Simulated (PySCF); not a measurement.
## `FB(F)c1ccco1`, C4H3BF2O

Geometry:
```json
{"atom": "F1", "x (Å)": "2.872", "y (Å)": "-0.660", "z (Å)": "1.003"}
{"atom": "B2", "x (Å)": "2.217", "y (Å)": "0.291", "z (Å)": "0.359"}
{"atom": "F3", "x (Å)": "2.876", "y (Å)": "1.390", "z (Å)": "0.049"}
{"atom": "C4", "x (Å)": "0.741", "y (Å)": "0.085", "z (Å)": "-0.002"}
{"atom": "C5", "x (Å)": "-0.118", "y (Å)": "-0.963", "z (Å)": "0.237"}
{"atom": "C6", "x (Å)": "-1.370", "y (Å)": "-0.608", "z (Å)": "-0.331"}
{"atom": "C7", "x (Å)": "-1.182", "y (Å)": "0.634", "z (Å)": "-0.875"}
{"atom": "O8", "x (Å)": "0.069", "y (Å)": "1.056", "z (Å)": "-0.685"}
{"atom": "H9", "x (Å)": "0.136", "y (Å)": "-1.881", "z (Å)": "0.763"}
{"atom": "H10", "x (Å)": "-2.289", "y (Å)": "-1.189", "z (Å)": "-0.341"}
{"atom": "H11", "x (Å)": "-1.844", "y (Å)": "1.310", "z (Å)": "-1.413"}
```

Theory: quadratic response CAM-B3LYP/aug-cc-pVDZ first hyperpolarisability, Taylor convention, gas phase (PySCF 2.14.0). Geometry: PBE0-D3(BJ)/def2-SVP.

Give the tensor of the second harmonic β(−2ω;ω,ω) at 1064 nm in the axes of these coordinates.

In au, Taylor convention; rows are the first index (the induced dipole):
|  | xx | yy | zz | xy | xz | yz |
| --- | --- | --- | --- | --- | --- | --- |
| x | -294.0 | +67.1 | +25.5 | -38.1 | -100.4 | -32.2 |
| y | -34.0 | +50.5 | +8.2 | +60.0 | -28.2 | +20.2 |
| z | -102.1 | +22.2 | +3.1 | -29.3 | +22.4 | +6.5 |

Norm of βᵢ = ⅓ Σⱼ (βᵢⱼⱼ + βⱼᵢⱼ + βⱼⱼᵢ): 222.9 au, hyper-Rayleigh value 131.9 au.
